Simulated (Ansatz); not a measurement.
```xyz
6

C     0.0000    0.0000   -1.0808
C     0.0000    0.0000    0.2560
N     0.0000    0.0000    1.3203
H     0.0000   -0.9489   -1.4312
H    -0.8218    0.4744   -1.4312
H     0.8218    0.4744   -1.4312
```

Basis set: def2-TZVP (spherical functions). Correlated methods keep 3 orbitals frozen. Charge 0, multiplicity 1.

Computed with Ansatz (development build ahead of 0.2.0); each method stands on the lowest determinant of its kind that the runs found. Restricted open shells among the atoms or ions are ROHF, correlated in semicanonical orbitals with singles.

(1) Give the atomization energy at this shape (free ground-state atoms in the same class of orbitals less the molecule, no zero-point energy) of singlet C2H3N by RHF-MP2, RHF.

Results:

(1)

```tsv
method	atomization energy
RHF-MP2	576.04 kcal/mol
RHF	419.64 kcal/mol
```

Caution: no unrestricted run beside it, a lower state can exist; the shape is not the minimum.
